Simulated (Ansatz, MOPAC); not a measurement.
C5H12O3Sn, SMILES `[OH][Sn]([OH])([OH])[CH]1CCCC1`, neutral singlet in the gas phase. In the def2 sets core potentials replace the inner electrons of Sn.

Cartesian coordinates (Å):
```xyz
21

O      3.0375    -1.1844    -0.9511
Sn     1.9745     0.2155    -0.0334
O      2.1683    -0.1322     1.9129
O      2.9382     1.9168    -0.3736
C     -0.0968     0.2077    -0.5281
C     -0.7188    -1.1879    -0.4647
C     -2.2204    -0.8824    -0.4649
C     -2.3704     0.4476     0.3058
C     -0.9409     1.0131     0.4668
H      3.8407    -0.8002    -1.3235
H      2.7836    -0.8595     2.0652
H      3.3352     2.2357     0.4466
H     -0.1958     0.6204    -1.5460
H     -0.4026    -1.8467    -1.2869
H     -0.4343    -1.6820     0.4808
H     -2.5645    -0.7601    -1.5042
H     -2.8146    -1.6988    -0.0284
H     -2.8419     0.2977     1.2884
H     -3.0145     1.1489    -0.2452
H     -0.8821     2.0974     0.2906
H     -0.5803     0.8333     1.4929
```
Charge 0, multiplicity 1.

All levels are single points at this geometry (PBE0-D3(BJ)/def2-SVP); Pople sets use spherical d functions. Orbital energies aren't observables, and empty levels follow the basis.

| level | HOMO (eV) | LUMO (eV) | gap (eV) | dipole (D) | vertical IE, Delta-SCF (eV) |
|---|---|---|---|---|---|
| B3LYP-D3(BJ)/def2-TZVP in Ansatz | -7.69 | -1.18 | 6.51 | 1.29 | 9.54 |
| CAM-B3LYP-D3(BJ)/def2-TZVP in Ansatz | -9.28 | 0.07 | 9.35 | 1.23 | – |
| PBE-D3(BJ)/def2-TZVP in Ansatz | -6.49 | -1.78 | 4.71 | 1.26 | 9.02 |
| AM1 in MOPAC | -9.70 | -0.40 | 9.30 | 0.82 | – |
| PM3 in MOPAC | -10.74 | -1.07 | 9.67 | 0.51 | – |
| PM6 in MOPAC | -10.56 | -0.55 | 10.00 | 0.90 | – |
| PM7 in MOPAC | -10.26 | 0.93 | 11.19 | 0.39 | – |

Ansatz is a program for electronic structure.
